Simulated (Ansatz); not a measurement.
Mulliken charges of `FC1=C(F)C(F)(F)C1` from ωB97M-V/def2-TZVPP in Ansatz (PBE0-D4/def2-TZVP geometry).

```
atom   x (Å)   y (Å)   z (Å)  charge (e)
  F1   0.552  -2.277   0.670      -0.164
  C2   0.215  -1.089   0.239       0.206
  C3  -0.486  -0.638  -0.797       0.073
  F4  -1.126  -1.169  -1.810      -0.169
  C5  -0.283   0.787  -0.389       0.450
  F6  -1.396   1.479  -0.064      -0.186
  F7   0.411   1.561  -1.250      -0.186
  C8   0.533   0.259   0.819      -0.266
  H9   0.079   0.483   1.786       0.120
 H10   1.584   0.552   0.799       0.120
```

Question: By hand: the dipole of these point charges (1 e Å = 4.8032 D).

Answer: Σ q r = (0.222, 0.144, 0.349) e Å, of length 0.438 e Å = 2.10 D.

Question: How does the dipole of the full density compare? (An estimate is asked.)

Answer: Computed: (0.215, -0.082, 0.322) e Å, 1.90 D; the point charges give 1.11 times that, at 31° from its direction.

Point charges leave out the atoms' own dipoles, such as those of lone pairs, and Mulliken's split depends on the basis, so the two needn't agree.
